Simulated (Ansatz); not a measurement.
Mulliken charges of GeH5PS (`[PH2][GeH2][SH]`) from PBE/def2-TZVPP in Ansatz (PBE0-D4/def2-TZVP geometry).

```csv
atom,x (Å),y (Å),z (Å),charge (e)
P1,-0.206,0.729,-1.669,-0.196
Ge2,0.824,0.079,0.304,0.255
S3,-0.316,-1.424,1.490,-0.302
H4,-0.637,-0.589,-1.972,0.067
H5,-1.421,1.064,-1.013,0.051
H6,1.080,1.337,1.154,0.003
H7,2.152,-0.624,-0.016,0.007
H8,-1.384,-0.629,1.666,0.116
```

**Question.** By hand: the dipole of these point charges (1 e Å = 4.8032 D).

**Answer.** Σ q r = (0.089, 0.249, -0.033) e Å, of length 0.266 e Å = 1.28 D.

**Question.** How does the dipole of the full density compare? (An estimate is asked.)

**Answer.** Computed: (-0.089, 0.146, -0.038) e Å, 0.84 D; the point charges give 1.52 times that, at 51° from its direction.

Point charges leave out the atoms' own dipoles, such as those of lone pairs, and Mulliken's split depends on the basis, so the two needn't agree.
